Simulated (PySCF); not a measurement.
## Ionisation energy of S⁺ by level of theory

S⁺ [Ne] 3s2 3p3 (4S) → S²⁺ [Ne] 3s2 3p2 (3P), as a difference of total energies. Calculation: PySCF 2.14, in dyall-acv3z; scalar relativity by spin-free X2C-1e. Correlated levels: valence: [Ne] frozen; virtual orbitals above 40 to 60 times the deepest correlated orbital energy dropped. The calculations carry no spin-orbit coupling.

```
           method  ionisation energy (eV)  plus first-order spin-orbit estimate  error of that sum (eV)
              UHF                  22.711                                22.648                  -0.690
    MP2 (valence)                  23.340                                23.278                  -0.060
SCS-MP2 (valence)                  23.150                                23.088                  -0.250
   CCSD (valence)                  23.271                                23.208                  -0.130
CCSD(T) (valence)                  23.312                                23.250                  -0.088
```

Reference: 23.338 eV (measured; NIST Atomic Spectra Database, ionization energies).

A first-order spin-orbit estimate (lowest level to lowest level, LS coupling) adds -0.062 eV.

Errors of the correlated levels include the incompleteness of this basis and the frozen core.
